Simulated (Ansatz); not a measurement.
One change: `NCB(N)O` becomes `N[CH2][Ga]([NH2])[OH]`.

Ansatz, PBE0-D4/def2-TZVP geometries, multiplicity 1. Each molecule was computed in one conformer, which needn't be the lowest.

Scalar relativity is left out up to krypton.

```json
{"property": "LUMO energy (PBE0/def2-TZVPP) / eV", "`NCB(N)O`": "0.77"}
{"property": "LUMO energy (B3LYP/def2-TZVPP) / eV", "`NCB(N)O`": "0.42"}
{"property": "LUMO energy (ωB97M-V/def2-TZVPP) / eV", "`NCB(N)O`": "2.08"}
{"property": "HOMO–LUMO gap (ωB97M-V/def2-TZVPP) / eV", "`NCB(N)O`": "11.58"}
{"property": "LUMO energy (PBE/def2-TZVPP) / eV", "`NCB(N)O`": "-0.03"}
{"property": "HOMO energy (PBE0/def2-TZVPP) / eV", "`NCB(N)O`": "-7.10"}
```

(1) Give the same properties after the change, and the shifts. (Estimate.)

## Answers

(1) Ansatz gave: 
```tsv
property	`N[CH2][Ga]([NH2])[OH]`	shift
LUMO energy (PBE0/def2-TZVPP) / eV	0.04	-0.73
LUMO energy (B3LYP/def2-TZVPP) / eV	-0.31	-0.73
LUMO energy (ωB97M-V/def2-TZVPP) / eV	1.57	-0.51
HOMO–LUMO gap (ωB97M-V/def2-TZVPP) / eV	10.08	-1.50
LUMO energy (PBE/def2-TZVPP) / eV	-0.80	-0.77
HOMO energy (PBE0/def2-TZVPP) / eV	-6.23	0.87
```

With PBE0 the HOMO rises by 0.87 eV and the LUMO falls by 0.73 eV, so the gap narrows by about 1.60 eV. PBE moves the HOMO by 0.71 eV and ωB97M-V by 0.99 eV.

B3LYP here is the variant with VWN-RPA as its local correlation; programs differ in this.
